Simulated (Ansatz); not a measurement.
Coupled-cluster diagnostics for the cluster Hg2Cl4⁺, Ansatz.

Geometry of the doublet (PBE0-D4/def2-SVP):

```tsv
atom	x (Å)	y (Å)	z (Å)
Hg1	-1.059	-0.699	-0.435
Hg2	2.171	1.527	0.700
Cl3	3.595	2.149	2.329
Cl4	-2.845	-1.671	-2.136
Cl5	-2.528	-2.196	0.615
Cl6	0.666	0.890	-1.073
```

In the def2 sets Hg takes a core potential; there is no spin–orbit coupling. Correlated methods freeze 20 core orbitals; core or outer-core shells of Hg are correlated, in sets that lack core-valence functions. Another isomer (doublet) lies 0.51 eV lower at PBE0-D4/def2-TZVP; other spin states weren't run for this one.

(1) Estimate the CCSD(T) correlation energy, the shares of MP2 and (T), T1 and the reference's ⟨S²⟩ for: charge 1, doublet, own geometry in def2-SVP; and the rough time on 4 threads of Arm Neoverse V1 on a shared host.

Answers

(1) 
| state | basis | correlation (eV) | MP2 share (%) | (T) share (%) | T1 | ⟨S²⟩ (pure) | wall time |
| --- | --- | --- | --- | --- | --- | --- | --- |
| charge 1, doublet, own geometry | def2-SVP | -34.277 | 97.0 | 2.4 | 0.022 | 0.76 (0.75) | 4.8 min |
Customary marks for T1 are 0.02 (closed shells), 0.045 (open shells) and about 0.05 (3d metals). T1 exceeds 0.02 in 1 of 1 rows and 0.045 in 0; the higher it lies, the less the single-reference result can be trusted.
